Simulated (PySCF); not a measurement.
Isomers of C4H4. All species are isolated molecules in the gas phase. Strings in code marks are SMILES.

The S1–T1 gap (TDA) from two functionals at the same geometries (CAM-B3LYP-D3(BJ)/def2-TZVP), both in PySCF: PBE-D3(BJ)/def2-TZVP and CAM-B3LYP-D3(BJ)/def2-TZVP. Excitations are Tamm–Dancoff values on a coarser integration grid. The basis has no diffuse functions, so Rydberg states are missing or too high.

```json
[
 {"species": "`C#CC=C`", "PBE-D3(BJ)/def2-TZVP (eV)": "1.50", "CAM-B3LYP-D3(BJ)/def2-TZVP (eV)": "2.03"},
 {"species": "`C1=CC=C1`", "PBE-D3(BJ)/def2-TZVP (eV)": "1.64", "CAM-B3LYP-D3(BJ)/def2-TZVP (eV)": "1.76"},
 {"species": "`C=C=C=C`", "PBE-D3(BJ)/def2-TZVP (eV)": "1.05", "CAM-B3LYP-D3(BJ)/def2-TZVP (eV)": "1.27"}
]
```

Over these rows, drawn at random from the members with no instability flagged (it was tested for open shells, ions and some series alone), PBE minus CAM-B3LYP-D3(BJ): mean -0.29 eV, from -0.52 eV to -0.12 eV.
